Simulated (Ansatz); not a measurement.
AlH5SeSi, SMILES `[AlH2][Se][SiH3]` at its PBE0-D4/def2-TZVP geometry, where that method's forces vanish. Charge 0, multiplicity 1.

```xyz
8

Al   -0.8779   -1.0904    1.3010
Se    0.6312    0.6593    1.3338
Si    0.7164    0.8828   -0.9379
H    -1.3928   -1.6101   -0.1024
H    -1.3288   -1.6906    2.6901
H     1.6608    1.9925   -1.2165
H    -0.6194    1.2180   -1.4903
H     1.2106   -0.3616   -1.5778
```

Question: What forces (eV/Å) does PBE-D4/def2-TZVPP give on these atoms in Ansatz 0.2.0? (An estimate is asked.)

Answer: The calculation gave: 
```
Al1 -0.051 -0.058 -0.018
Se2  0.117  0.121  0.246
Si3 -0.022 -0.020 -0.051
H4  -0.039 -0.040 -0.104
H5  -0.029 -0.040  0.109
H6   0.103  0.121 -0.034
H7  -0.135  0.040 -0.071
H8   0.055 -0.124 -0.079
```
